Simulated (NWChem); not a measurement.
System: C2H7NSn, singlet; SMILES C[N](C)[SnH]

NWChem printed, in part:

```
             Northwest Computational Chemistry Package (NWChem) 7.3.0
             --------------------------------------------------------

 C1  symmetry detected

                             Geometry "geometry" -> ""
                             -------------------------

 Output coordinates in angstroms (scale by  1.889725989 to convert to a.u.)

  No.       Tag          Charge          X              Y              Z
 ---- ---------------- ---------- -------------- -------------- --------------
    1 Sn                  50.0000     0.01816165    -0.88121622    -0.00003749
    2 H                    1.0000    -1.78465145    -0.97865479     0.00092630
    3 N                    7.0000    -0.01088723     1.15596089    -0.00065335
    4 C                    6.0000     1.22908736     1.89997327    -0.00031578
    5 C                    6.0000    -1.13553397     2.05946492    -0.00043182
    6 H                    1.0000     1.29726310     2.54124481    -0.88297034
    7 H                    1.0000     1.29822666     2.53892693     0.88838765
    8 H                    1.0000     2.08222997     1.21941301    -0.00168673
    9 H                    1.0000    -1.11373400     2.70142222     0.88964990
   10 H                    1.0000    -1.11469754     2.70373934    -0.88118415
   11 H                    1.0000    -2.05782922     1.48636407    -0.00218919

 Effective nuclear repulsion energy (a.u.)     334.1681371172

                                Z-matrix (autoz)
                                --------

 Units are Angstrom for bonds and degrees for angles

      Type          Name      I     J     K     L     M      Value
      ----------- --------  ----- ----- ----- ----- ----- ----------
    1 Stretch                  1     2                       1.80544
    2 Stretch                  1     3                       2.03738
    3 Stretch                  3     4                       1.44606
    4 Stretch                  3     5                       1.44262
    5 Stretch                  4     6                       1.09314
    6 Stretch                  4     7                       1.09674
    7 Stretch                  4     8                       1.09134
    8 Stretch                  5     9                       1.09765
    9 Stretch                  5    10                       1.09144
   10 Stretch                  5    11                       1.08585
   11 Bend                     1     3     4               120.14774
   12 Bend                     1     3     5               129.59419
   13 Bend                     2     1     3                92.27678
   14 Bend                     3     4     6               110.80069
   15 Bend                     3     4     7               110.73193
   16 Bend                     3     4     8               110.45556
   17 Bend                     3     5     9               110.54412
   18 Bend                     3     5    10               110.77458
   19 Bend                     3     5    11               109.36650
   20 Bend                     4     3     5               110.25806
   21 Bend                     6     4     7               107.97410
   22 Bend                     6     4     8               108.42459
   23 Bend                     7     4     8               108.36344
   24 Bend                     9     5    10               107.98402
   25 Bend                     9     5    11               109.07817
   26 Bend                    10     5    11               109.05409
   27 Torsion                  1     3     4     6         120.27787
   28 Torsion                  1     3     4     7        -119.93733
   29 Torsion                  1     3     4     8           0.10961
   30 Torsion                  1     3     5     9         119.98279
   31 Torsion                  1     3     5    10        -120.35945
   32 Torsion                  1     3     5    11          -0.13114
   33 Torsion                  2     1     3     4         179.94455
   34 Torsion                  2     1     3     5          -0.00418
   35 Torsion                  4     3     5     9         -59.96995
   36 Torsion                  4     3     5    10          59.68780
   37 Torsion                  4     3     5    11         179.91612
   38 Torsion                  5     3     4     6         -59.76424
   39 Torsion                  5     3     4     7          60.02056
   40 Torsion                  5     3     4     8        -179.93251

                           NWChem Geometry Optimization
                           ----------------------------

 maximum gradient threshold         (gmax) =   0.000450
 rms gradient threshold             (grms) =   0.000300
 maximum cartesian step threshold   (xmax) =   0.001800
 rms cartesian step threshold       (xrms) =   0.001200
 fixed trust radius                (trust) =   0.300000
 source of zmatrix                         =   autoz

          -------------------
          Energy Minimization
          -------------------

 Using diagonal initial Hessian
 Scaling for Hessian diagonals: bonds = 1.00  angles = 0.25  torsions = 0.10

          --------
          Step   0

                                 NWChem DFT Module
                                 -----------------

 Summary of "ao basis" -> "ao basis" (spherical)
 ------------------------------------------------------------------------------
       Tag                 Description            Shells   Functions and Types
 ---------------- ------------------------------  ------  ---------------------
 Sn                         def2-svp                10       26   4s4p2d
 H                          def2-svp                 3        5   2s1p
 N                          def2-svp                 6       14   3s2p1d
 C                          def2-svp                 6       14   3s2p1d

            General Information
            -------------------
          SCF calculation type: DFT
          Wavefunction type:  closed shell.
          No. of atoms     :    11
          No. of electrons :    48
           Alpha electrons :    24
            Beta electrons :    24
          Charge           :     0
          Spin multiplicity:     1
          Use of symmetry is: off; symmetry adaption is: off
          Maximum number of iterations: 150
          AO basis - number of functions:   103
                     number of shells:    49
          Convergence on energy requested:  1.00D-06
          Convergence on density requested:  1.00D-05
          Convergence on gradient requested:  5.00D-04

              XC Information
              --------------
                         PBE0 Method XC Functional
                     Hartree-Fock (Exact) Exchange  0.250
          PerdewBurkeErnzerhof Exchange Functional  0.750
            Perdew 1991 LDA Correlation Functional  1.000 local
           PerdewBurkeErnz. Correlation Functional  1.000 non-local

[...]

      ----------------------
      Optimization converged
      ----------------------

  Step       Energy      Delta E   Gmax     Grms     Xrms     Xmax
  ---- ---------------- -------- -------- -------- -------- --------
@    5    -349.19545723 -4.9D-07  0.00006  0.00002  0.00040  0.00105
                                     ok       ok       ok       ok

                                Z-matrix (autoz)
                                --------

 Units are Angstrom for bonds and degrees for angles

      Type          Name      I     J     K     L     M      Value     Gradient
      ----------- --------  ----- ----- ----- ----- ----- ---------- ----------
    1 Stretch                  1     2                       1.78820    0.00006
    2 Stretch                  1     3                       2.05009    0.00003
    3 Stretch                  3     4                       1.44102   -0.00005
    4 Stretch                  3     5                       1.44023   -0.00005
    5 Stretch                  4     6                       1.10860   -0.00001
    6 Stretch                  4     7                       1.10862   -0.00001
    7 Stretch                  4     8                       1.10127   -0.00001
    8 Stretch                  5     9                       1.10892   -0.00001
    9 Stretch                  5    10                       1.10891   -0.00001
   10 Stretch                  5    11                       1.09829   -0.00000
   11 Bend                     1     3     4               120.55149    0.00001
   12 Bend                     1     3     5               126.69644   -0.00001
   13 Bend                     2     1     3                91.49637   -0.00000
   14 Bend                     3     4     6               111.81182   -0.00000
   15 Bend                     3     4     7               111.82225   -0.00000
   16 Bend                     3     4     8               111.09597    0.00000
   17 Bend                     3     5     9               111.56614   -0.00000
   18 Bend                     3     5    10               111.55598   -0.00000
   19 Bend                     3     5    11               110.81114    0.00000
   20 Bend                     4     3     5               112.75204   -0.00000
   21 Bend                     6     4     7               106.61504   -0.00000
   22 Bend                     6     4     8               107.62311   -0.00000
   23 Bend                     7     4     8               107.62321   -0.00000
   24 Bend                     9     5    10               106.52546   -0.00000
   25 Bend                     9     5    11               108.09314    0.00000
   26 Bend                    10     5    11               108.09574    0.00000
   27 Torsion                  1     3     4     6         120.38512    0.00000
   28 Torsion                  1     3     4     7        -120.14172    0.00000
   29 Torsion                  1     3     4     8           0.12531    0.00000
   30 Torsion                  1     3     5     9         120.35272   -0.00000
   31 Torsion                  1     3     5    10        -120.63542   -0.00000
   32 Torsion                  1     3     5    11          -0.14312   -0.00000
   33 Torsion                  2     1     3     4         179.97778    0.00000
   34 Torsion                  2     1     3     5           0.03552   -0.00000
   35 Torsion                  4     3     5     9         -59.59335   -0.00000
   36 Torsion                  4     3     5    10          59.41850   -0.00000
   37 Torsion                  4     3     5    11         179.91080   -0.00000
   38 Torsion                  5     3     4     6         -59.66509    0.00000
   39 Torsion                  5     3     4     7          59.80808    0.00000
   40 Torsion                  5     3     4     8        -179.92490    0.00000

                         Geometry "geometry" -> "geometry"
                         ---------------------------------

 Output coordinates in angstroms (scale by  1.889725989 to convert to a.u.)

  No.       Tag          Charge          X              Y              Z
 ---- ---------------- ---------- -------------- -------------- --------------
    1 Sn                  50.0000    -0.00296300    -0.88179478    -0.00013718
    2 H                    1.0000    -1.79070846    -0.92222774     0.00019055
    3 N                    7.0000     0.00422009     1.16827769     0.00026261
    4 C                    6.0000     1.24774637     1.89641378     0.00065297
    5 C                    6.0000    -1.14755268     2.03296504     0.00136401
    6 H                    1.0000     1.34032873     2.55397222    -0.88706804
    7 H                    1.0000     1.34206281     2.55043717     0.89081499
    8 H                    1.0000     2.10897118     1.21005769    -0.00155522
    9 H                    1.0000    -1.15992810     2.69426755     0.89143512
   10 H                    1.0000    -1.15856282     2.69803952    -0.88589814
   11 H                    1.0000    -2.07597879     1.44623032    -0.00056667

 Effective nuclear repulsion energy (a.u.)     333.3848843527

                Final and change from initial internal coordinates
                --------------------------------------------------

                                Z-matrix (autoz)
                                --------

 Units are Angstrom for bonds and degrees for angles

      Type          Name      I     J     K     L     M      Value       Change
      ----------- --------  ----- ----- ----- ----- ----- ---------- ----------
    1 Stretch                  1     2                       1.78820   -0.01724
    2 Stretch                  1     3                       2.05009    0.01270
    3 Stretch                  3     4                       1.44102   -0.00504
    4 Stretch                  3     5                       1.44023   -0.00239
    5 Stretch                  4     6                       1.10860    0.01546
    6 Stretch                  4     7                       1.10862    0.01188
    7 Stretch                  4     8                       1.10127    0.00993
    8 Stretch                  5     9                       1.10892    0.01127
    9 Stretch                  5    10                       1.10891    0.01747
   10 Stretch                  5    11                       1.09829    0.01244
   11 Bend                     1     3     4               120.55149    0.40375
   12 Bend                     1     3     5               126.69644   -2.89775
   13 Bend                     2     1     3                91.49637   -0.78040
   14 Bend                     3     4     6               111.81182    1.01114
   15 Bend                     3     4     7               111.82225    1.09031
   16 Bend                     3     4     8               111.09597    0.64041
   17 Bend                     3     5     9               111.56614    1.02202
   18 Bend                     3     5    10               111.55598    0.78141
   19 Bend                     3     5    11               110.81114    1.44465
   20 Bend                     4     3     5               112.75204    2.49399
   21 Bend                     6     4     7               106.61504   -1.35906
   22 Bend                     6     4     8               107.62311   -0.80148
   23 Bend                     7     4     8               107.62321   -0.74023
   24 Bend                     9     5    10               106.52546   -1.45856
   25 Bend                     9     5    11               108.09314   -0.98503
   26 Bend                    10     5    11               108.09574   -0.95835
   27 Torsion                  1     3     4     6         120.38512    0.10725
   28 Torsion                  1     3     4     7        -120.14172   -0.20438
   29 Torsion                  1     3     4     8           0.12531    0.01571
   30 Torsion                  1     3     5     9         120.35272    0.36993
   31 Torsion                  1     3     5    10        -120.63542   -0.27597
   32 Torsion                  1     3     5    11          -0.14312   -0.01199
   33 Torsion                  2     1     3     4         179.97778    0.03322
   34 Torsion                  2     1     3     5           0.03552    0.03970
   35 Torsion                  4     3     5     9         -59.59335    0.37660
   36 Torsion                  4     3     5    10          59.41850   -0.26930
   37 Torsion                  4     3     5    11         179.91080   -0.00532
   38 Torsion                  5     3     4     6         -59.66509    0.09916
   39 Torsion                  5     3     4     7          59.80808   -0.21248
   40 Torsion                  5     3     4     8        -179.92490    0.00761

[...]
```

Level: PBE0/def2-SVP with def2 effective core potentials on Sn. Low-valent species are run as closed-shell singlets; no triplet was tried in these runs. No frequency run checked for a minimum. def2 effective core potentials on Sn; no spin-orbit coupling.

Task: Write an input that gives this output.

Result: One answer among several that fit: the input that was run:
```
start job
memory heap 200 mb stack 900 mb global 1100 mb
geometry units angstroms
  Sn    -0.566047     0.139512     0.399856
  H     -1.345623     1.113008    -0.905593
  N      1.062356    -0.259087    -0.757882
  C      2.143995    -1.065229    -0.237033
  C      1.352143     0.152192    -2.109926
  H      2.291546    -1.958955    -0.848947
  H      3.083205    -0.498921    -0.233080
  H      1.927513    -1.379191     0.785503
  H      2.275966     0.744049    -2.142884
  H      1.484541    -0.715553    -2.758569
  H      0.531082     0.754559    -2.486873
end
basis spherical
  * library def2-svp
end
ecp
  Sn library def2-ecp
end
dft
  xc pbe0
  iterations 150
end
driver
  maxiter 120
end
task dft optimize
```
